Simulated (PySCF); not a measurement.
Compound: C₉H₁₃P.
Atom-mapped SMILES: `[CH2:1]=[CH:2][C@H:3]1[CH:4]=[CH:5][P@:6](=[CH2:7])([CH3:8])[CH:9]=[CH:10]1`

Geometry (GFN2-xTB, Å), atoms numbered from 1 in this order:
```xyz
23
C9H13P angstrom
C      3.5159   -0.5791   -0.5331
C      2.2115   -0.4706   -0.3787
C      1.4886    0.8101   -0.0278
C      0.5426    1.1093   -1.1544
C     -0.7358    0.7492   -1.1737
P     -1.4689   -0.3206    0.1136
C     -1.7452   -2.0074    0.1255
C     -3.0555    0.5140    0.4414
C     -0.3903    0.1136    1.4796
C      0.8326    0.5963    1.3047
H      4.1792    0.2622   -0.4130
H      3.9786   -1.5173   -0.7878
H      1.5554   -1.3225   -0.5005
H      2.2238    1.6178    0.0552
H      0.9824    1.6400   -1.9903
H     -1.3539    0.9472   -2.0431
H     -0.8225   -2.5657   -0.0262
H     -2.4915   -2.2780   -0.6215
H     -3.5002    0.0492    1.3201
H     -3.7179    0.3637   -0.4104
H     -2.9032    1.5799    0.6034
H     -0.7926   -0.0785    2.4670
H      1.4619    0.8142    2.1601
```

Probes without a nucleus sit at each ring's centroid and 1 Å off its mean plane on both sides; NICS is minus the shielding there, NICSzz its component along the normal. Level: GIAO PBE0/pcSseg-1 (PySCF, non-relativistic, gas phase) on the GFN2-xTB geometry, one conformer.

Ring bond lengths (Å), with Mayer bond orders in brackets: C3–C4 1.501 (1.03), C4–C5 1.328 (1.88), C5–P6 1.827 (0.81), P6–C9 1.794 (0.93), C9–C10 1.326 (1.88), C10–C3 1.500 (1.03).

Question: Give the NICS values of each ring in ppm.

Answer: 
```tsv
ring	type	NICS(0)	NICS(1), two faces	NICS(1)zz, two faces	rms pucker (Å)	centre to ring atoms, mean (Å)
C3–C4–C5–P6–C9–C10	6-membered ring with P; formal bonds 2 double, 4 single	0.7	-2.9 / -0.4	-0.9 / 2.0	0.17	1.52
```

Question: What do they say, and how far can they be read as aromaticity?

Answer: 
- C3–C4–C5–P6–C9–C10: mean NICS(1)zz 0.6 ppm, near zero. C3, P6 have four or more neighbours, so the value isn't read as a sign of a π ring current.

Question: At the first NICS(1) probe listed for ring C3–C4–C5–P6–C9–C10, 1 Å off the ring, how large is the induced field along the normal in 14.1 T applied along it?

Answer: NICSzz × B0 = -0.9 ppm × 14.1 T = -13 μT, against the applied field.

Question: What are the shieldings of the ring atoms and their hydrogens in the same run (means over atoms taken as equivalent)?

Answer: 
```json
{"atoms": "C3", "environment": "allylic carbon", "σ isotropic (ppm)": "135.4"}
{"atoms": "C4 (×2)", "environment": "alkene CH carbon", "σ isotropic (ppm)": "34.0"}
{"atoms": "C5 (×2)", "environment": "alkene CH carbon", "σ isotropic (ppm)": "50.8"}
{"atoms": "P6", "environment": "phosphorus bonded to 4 C", "σ isotropic (ppm)": "358.3"}
{"atoms": "H14", "environment": "methine hydrogen", "σ isotropic (ppm)": "28.35"}
{"atoms": "H15 (×2)", "environment": "vinylic hydrogen", "σ isotropic (ppm)": "24.83"}
{"atoms": "H16 (×2)", "environment": "vinylic hydrogen", "σ isotropic (ppm)": "25.54"}
```
